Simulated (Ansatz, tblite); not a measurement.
Removing an electron: SiEt(OAc)3 (C₈H₁₄O₆Si). Charge 0, multiplicity 1. Geometry: PBE-D4/def2-SVP. Ansatz, gas phase; energy differences of separate SCF runs; the oxidised species was run as a doublet alone.

```xyz
29

Si   -0.0317   -0.3357    0.1358
C    -0.5561   -1.7773    1.1794
C    -1.9656   -2.3003    0.8613
H    -0.4758   -1.4326    2.2330
H     0.2096   -2.5683    1.0359
H    -2.2422   -3.1372    1.5339
H    -2.7316   -1.5070    0.9817
H    -2.0365   -2.6781   -0.1798
O    -0.2103   -0.5737   -1.5526
C     0.4319   -1.6141   -2.1550
C     0.2150   -1.6221   -3.6458
O     1.0980   -2.4190   -1.5305
H     0.6937   -2.5100   -4.0931
H     0.6444   -0.6987   -4.0842
H    -0.8692   -1.6091   -3.8730
O     1.5947    0.1547    0.3018
C     1.9564    0.7878    1.4529
C     3.3102    1.4298    1.3434
O     1.2193    0.8291    2.4227
H     3.6476    1.7816    2.3333
H     3.2175    2.2919    0.6511
H     4.0420    0.7286    0.8987
O    -1.1338    0.9267    0.4266
C    -0.8999    2.2645    0.2730
C    -2.0928    3.0772    0.7083
O     0.1464    2.7133   -0.1475
H    -1.9191    4.1462    0.4965
H    -2.2536    2.9303    1.7961
H    -3.0086    2.7216    0.1957
```

The xTB rows come from tblite. HOMO above LUMO, or a gap near zero within one spin, warns that the state may not be the lowest or that an electron is smeared out.

(1) Estimate orbital energies and vertical ionisation energies at: GFN1-xTB; GFN2-xTB; PBE-D4/def2-SVP; PBE0-D4/def2-SVP.

Results:

(1) 
```csv
level,−HOMO (eV),vertical IE (eV),−LUMO (eV),HOMO–LUMO gap (eV),remarks
GFN1-xTB,11.98,14.30,7.35,4.63,–
GFN2-xTB,11.36,13.55,6.92,4.44,–
PBE-D4/def2-SVP,6.21,8.66,1.19,5.01,gap within one spin near zero (+1 doublet)
PBE0-D4/def2-SVP,7.97,9.61,0.11,7.87,–
```

Relaxing the oxidised species (PBE-D4/def2-SVP) changes its energy by -0.12 eV at PBE-D4/def2-SVP, so the adiabatic ionisation energy to this nearest minimum is 8.55 eV. At PBE0-D4/def2-SVP it is 9.47 eV. The gap within one spin of the relaxed charge 1 doublet nearly closes, so an electron or hole may be smeared out by delocalisation error.    Raw xTB energy differences between charge states are shifted by several eV; the methods need an empirical correction for them.
